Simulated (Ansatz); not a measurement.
Coupled-cluster diagnostics for the cluster SiSn₂⁻, Ansatz.

Geometry of the doublet (r2SCAN-D4/def2-TZVPD):

Cartesian coordinates in Å:
```
Si 0.003 0.000 -0.012
Sn -0.685 -2.213 -0.730
Sn 0.682 2.214 0.742
```

In the def2 sets Sn takes a core potential; there is no spin–orbit coupling. Correlated methods freeze 13 core orbitals; core or outer-core shells of Sn are correlated, in sets that lack core-valence functions. Another isomer (doublet) lies 0.80 eV lower at PBE0-D4/def2-TZVPD; other spin states weren't run for this one.

(1) Estimate the CCSD(T) correlation energy, the shares of MP2 and (T), T1 and the reference's ⟨S²⟩ for: charge -1, doublet, own geometry in def2-TZVPPD; and the rough time on 4 threads of Intel Xeon 6975P-C on a shared host.

## Answers

(1) 
| state | basis | correlation (eV) | MP2 share (%) | (T) share (%) | T1 | ⟨S²⟩ (pure) | wall time | remarks |
| --- | --- | --- | --- | --- | --- | --- | --- | --- |
| charge -1, doublet, own geometry | def2-TZVPPD | -20.022 | 94.3 | 4.9 | 0.056 | 1.90 (0.75) | 30 s | large T1, spin-contaminated |
Customary marks for T1 are 0.02 (closed shells), 0.045 (open shells) and about 0.05 (3d metals). T1 exceeds 0.02 in 1 of 1 rows and 0.045 in 1; the higher it lies, the less the single-reference result can be trusted.
